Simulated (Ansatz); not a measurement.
Ge₂₀H₃₀, a nanocrystal cut from cubic germanium. The state is a singlet with charge 0. Geometry PBE-D4/def2-SVP.

```xyz
50

Ge   -2.526    0.002    1.764
Ge   -3.698    0.439   -2.100
Ge    0.261    2.851    1.137
Ge   -1.045    3.149   -2.697
Ge   -2.540   -3.411   -0.433
Ge    1.336   -0.718    2.682
Ge    1.138   -4.097    0.441
Ge    0.189   -0.433   -1.130
Ge    3.121    2.373   -1.704
Ge    4.146   -1.023   -0.233
Ge   -4.144    1.022    0.234
Ge   -3.121   -2.374    1.705
Ge   -0.188    0.433    1.133
Ge   -1.334    0.716   -2.681
Ge   -1.138    4.096   -0.443
Ge    2.539    3.411    0.434
Ge   -0.261   -2.851   -1.136
Ge    1.045   -3.150    2.694
Ge    3.699   -0.438    2.101
Ge    2.526   -0.003   -1.761
H    -2.770    0.553    3.204
H    -4.192   -1.009   -2.372
H    -4.520    1.400   -3.013
H     0.020    3.407    2.577
H    -2.214    3.754   -3.533
H     0.289    3.566   -3.375
H    -3.589   -3.000   -1.503
H    -2.613   -4.959   -0.266
H     1.098   -0.169    4.125
H     0.597   -5.558    0.497
H     2.619   -4.159   -0.030
H     2.446    3.164   -2.859
H     4.665    2.474   -1.897
H     4.179   -2.570   -0.377
H     5.556   -0.479   -0.615
H    -5.555    0.479    0.615
H    -4.177    2.569    0.379
H    -4.666   -2.473    1.897
H    -2.449   -3.165    2.861
H    -1.096    0.166   -4.124
H    -2.618    4.159    0.026
H    -0.595    5.556   -0.499
H     2.610    4.960    0.265
H     3.588    3.003    1.505
H    -0.023   -3.405   -2.577
H    -0.290   -3.567    3.371
H     2.212   -3.757    3.532
H     4.523   -1.395    3.015
H     4.190    1.012    2.369
H     2.769   -0.554   -3.203
```

Single mean-field runs in def2-SVP, def2-TZVP are fitted with def2-universal-jkfit.

Estimate the orbital energies around the gap (eV) in Ansatz with HF/STO-3G, PBE-D4/def2-SVP, PBE-D4/def2-TZVP, r2SCAN-D4/def2-TZVP, PBE0-D4/def2-TZVP.


| orbital | HF/STO-3G | PBE-D4/def2-SVP | PBE-D4/def2-TZVP | r2SCAN-D4/def2-TZVP | PBE0-D4/def2-TZVP |
| --- | --- | --- | --- | --- | --- |
| HOMO−13 | -8.53 | -7.18 | -7.21 | -7.50 | -8.26 |
| HOMO−12 | -8.53 | -7.18 | -7.21 | -7.50 | -8.26 |
| HOMO−11 | -8.31 | -7.11 | -7.14 | -7.42 | -8.15 |
| HOMO−10 | -8.31 | -6.95 | -6.99 | -7.27 | -8.04 |
| HOMO−9 | -8.29 | -6.95 | -6.99 | -7.27 | -8.04 |
| HOMO−8 | -7.84 | -6.80 | -6.83 | -7.10 | -7.81 |
| HOMO−7 | -7.84 | -6.79 | -6.83 | -7.09 | -7.81 |
| HOMO−6 | -7.49 | -6.47 | -6.50 | -6.75 | -7.42 |
| HOMO−5 | -7.38 | -6.47 | -6.50 | -6.74 | -7.42 |
| HOMO−4 | -7.28 | -6.42 | -6.45 | -6.71 | -7.39 |
| HOMO−3 | -7.28 | -6.38 | -6.42 | -6.68 | -7.38 |
| HOMO−2 | -7.21 | -6.36 | -6.41 | -6.66 | -7.36 |
| HOMO−1 | -6.63 | -6.04 | -6.07 | -6.30 | -6.96 |
| HOMO | -6.63 | -6.04 | -6.07 | -6.30 | -6.96 |
| LUMO | 7.82 | -2.13 | -2.23 | -2.06 | -1.50 |
| LUMO+1 | 7.91 | -1.89 | -1.99 | -1.84 | -1.25 |
| LUMO+2 | 8.35 | -1.76 | -1.85 | -1.73 | -1.19 |
| LUMO+3 | 8.35 | -1.76 | -1.84 | -1.73 | -1.19 |
| LUMO+4 | 8.70 | -1.70 | -1.80 | -1.65 | -1.09 |
| LUMO+5 | 8.70 | -1.70 | -1.80 | -1.65 | -1.09 |
